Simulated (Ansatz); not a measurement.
Cartesian coordinates (Å):
```xyz
5

B     -1.5295    -0.1798     0.3406
B     -0.0435    -0.0051     0.0901
B      1.5358     0.1808    -0.1768
O      2.7127     0.3189    -0.3757
H     -2.6755    -0.3148     0.5339
```
Charge 0, spin multiplicity 1.

These are Ansatz (an electronic-structure program) with frozen-core CCSD(T)/cc-pVTZ // CAM-B3LYP-D3(BJ)/def2-TZVP values and carry that method's errors. The restricted HF reference is unstable towards unrestricted orbitals.

```json
{
  "HF energy": "-149.45459 Ha",
  "MP2 correlation energy": "-0.48041 Ha"
}
```

Question: Estimate the CCSD correlation energy, the (T) correction, the total energy and the T1 diagnostic.

Answer: 
```
Item                            Result
-----------------------  -------------
CCSD correlation energy    -0.50534 Ha
(T) correction             -0.02489 Ha
CCSD(T) total energy     -149.98482 Ha
T1 diagnostic                    0.021
```
